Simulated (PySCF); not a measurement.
**Ionisation energy of Kr⁺ by level of theory**

Kr⁺ [Ar] 3d10 4s2 4p5 (2P) → Kr²⁺ [Ar] 3d10 4s2 4p4 (3P), as a difference of total energies. All numbers are calculated (PySCF 2.14, no relativity, point nucleus, in def2-TZVPPD (7s6p5d1f, 57 functions)). Correlated levels: valence and next inner shell: [Ne] frozen. The calculations carry no spin-orbit coupling.

```
                                method  ionisation energy (eV)  plus first-order spin-orbit estimate  difference from reference of that sum (eV)
                                   UHF                  23.234                                23.212                                      -1.148
    MP2 (valence and next inner shell)                  24.104                                24.082                                      -0.278
SCS-MP2 (valence and next inner shell)                  24.081                                24.059                                      -0.301
   CCSD (valence and next inner shell)                  24.076                                24.054                                      -0.306
CCSD(T) (valence and next inner shell)                  24.109                                24.087                                      -0.273
```

Reference: 24.360 eV (measured; NIST Atomic Spectra Database, ionization energies).

A first-order spin-orbit estimate (lowest level to lowest level, LS coupling) adds -0.022 eV.

These non-relativistic numbers lack the scalar-relativistic shift.

Errors of the correlated levels include the incompleteness of this basis and the frozen core.
